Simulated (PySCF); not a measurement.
## Fe (iron, neutral): UHF calculation

Configuration: [Ar] 3d6 4s2, high-spin 5D determinant. Calculation: PySCF 2.14, in 6-31G* (5s4p2d1f, 34 functions); no relativity, point nucleus.

| Item | Value |
| --- | --- |
| Total energy | -1262.266501 hartree |
| One-electron energy | -1744.6907 hartree |
| Hartree (Coulomb) energy | 536.8696 hartree |
| Exchange energy | -54.4454 hartree |
| Kinetic energy | 1262.10871 hartree |
| ⟨S²⟩ | 6.0112 |
| ⟨L²⟩ | 6.009 |
| Sum of ⟨r⟩ | 21.81 bohr |
| Sum of ⟨r²⟩ | 41.11 bohr² |
| Traceless quadrupole moment −½Σ⟨3z² − r²⟩ along its main axis | 0.395 e·bohr² |
| Density at the nucleus (Gaussians lack the cusp) | 11200 bohr⁻³ |
| Spin density at the nucleus | 0.415 bohr⁻³ |
| Langevin diamagnetic susceptibility | -32.6 ×10⁻⁶ cm³/mol |
| Time after the integrals | 0.1 s of wall time on 1 thread of Neoverse-V2 (shared host) |

```tsv
shell	electrons	mean orbital energy (eV)	spread (eV)	rms radius, mean of both spins (bohr)
1s α	1	-7111.5	0	0.0685
1s β	1	-7111.5	0	0.0685
2s α	1	-870.31	0	0.291
2s β	1	-867.02	0	0.291
2p α	3	-747.27	0.960	0.262
2p β	3	-744.06	0.055	0.262
3s α	1	-117.74	0	0.880
3s β	1	-108.21	0	0.880
3p α	3	-79.944	2.084	0.941
3p β	3	-68.393	1.359	0.941
3d α	5	-17.834	2.361	1.18
3d β	1	-12.337	0	1.18
4s α	1	-7.357	0	3.56
4s β	1	-6.460	0	3.56
```
